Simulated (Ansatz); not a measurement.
Q: Name a neutral molecule of I, Sn and H with HOMO–LUMO gap (ωB97M-V/def2-TZVPP) between 8.55 and 8.85 eV and zero-point energy (PBE0-D4/def2-TZVP) between 13 and 29 kJ/mol (Ansatz, PBE0-D4/def2-TZVP geometry).

A: `[I][SnH]([I])[I]` (8.72 eV, 22.9 kJ/mol). Other molecules can fit too; these were computed, each in one conformer that needn't be the lowest.
